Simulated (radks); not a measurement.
Values are calculated unless marked as measured or tabulated.
Task: Radial electron density D(r) = 4 pi r^2 rho(r) of an atom or ion with 36 electrons. Level of theory: non-relativistic Kohn-Sham, Slater X-alpha with alpha = 0.749, spin-unpolarised, spherical densities, point nucleus (a radial shooting solver on a logarithmic mesh with Libxc functionals).

r (bohr)  D(r) (e/bohr)
0.005329          7.833
0.006994          11.97
0.009107          17.45
0.01195           24.52
0.01557           32.16
0.02043           39.34
0.0266            43.60
0.03492           43.54
0.04584           39.75
0.05968           36.78
0.07834           39.76
0.102             48.12
0.1339            53.15
0.1758            45.98
0.2289            33.72
0.3004            30.80
0.3911            36.35
0.5134            34.26
0.6739            21.02
0.8775            9.824
1.152             6.147
1.5               5.567
1.969             3.936
2.563             1.884
3.365            0.5727
4.416            0.1070
5.751           0.01201

What is the nuclear charge?

Result: Z = 36. The innermost maximum, from 1s, lies near 1/Z = 0.0278 bohr (found: 0.0302), and its height grows with Z. The density is that of neutral krypton in [Kr]; the configuration itself is not fixed sharply by these data, and Z only to about a unit. D(r) has 3 maxima, at r = 0.0302, 0.133, 0.431 bohr, and minima at 0.0616, 0.277 bohr, inside which lie 2.08, 11.11 electrons.
